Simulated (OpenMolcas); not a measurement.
Consider [Cu2(μ-Cl)2(NH3)4]2+, a planar model complex in vacuum (2 bridging Cl, bridge angle 86°, metal-metal distance 3.24 Å, Cu–Cl 2.38 Å; typed geometry, not optimised).

```xyz
20

Cu    -1.6204     0.0000     0.0000
Cu     1.6204     0.0000     0.0000
Cl     0.0000     1.7377     0.0000
Cl     0.0000    -1.7377     0.0000
N     -3.0558     1.4354     0.0000
H     -3.3377     1.7172     0.9389
H     -2.7627     2.2922    -0.4695
H     -3.9126     1.1423    -0.4694
N     -3.0558    -1.4354     0.0000
H     -3.3377    -1.7172     0.9389
H     -3.9126    -1.1423    -0.4695
H     -2.7627    -2.2922    -0.4694
N      3.0558     1.4354     0.0000
H      3.3377     1.7172     0.9389
H      3.9126     1.1423    -0.4695
H      2.7627     2.2922    -0.4694
N      3.0558    -1.4354     0.0000
H      3.3377    -1.7172     0.9389
H      2.7627    -2.2922    -0.4695
H      3.9126    -1.1423    -0.4694
```

Question: Give the energies of the total-spin states at CASSCF(2,2) on the singly occupied d orbitals (ANO-RCC-VDZP on Cu, Cl, N and ANO-RCC-VDZ on H, scalar-relativistic DKH2, RICD, no spin-orbit coupling, OpenMolcas), and the exchange constant.

Answer: Local spins 1/2 and 1/2.

```
total S  E (cm⁻¹)  natural occupations, lowest and highest
-------  --------  ---------------------------------------
1             0.0                             1.000, 1.000
0             9.6                             0.985, 1.015
```

J = 4.8 cm⁻¹ (ferromagnetic).

J is defined by H = −2J S1·S2, so negative values are antiferromagnetic. Wave-function values come from the highest and lowest total spin; broken-symmetry values use Yamaguchi's formula with the computed ⟨S²⟩. The active space holds the singly occupied metal orbitals alone, without bridging-ligand orbitals. No row is a measured value.
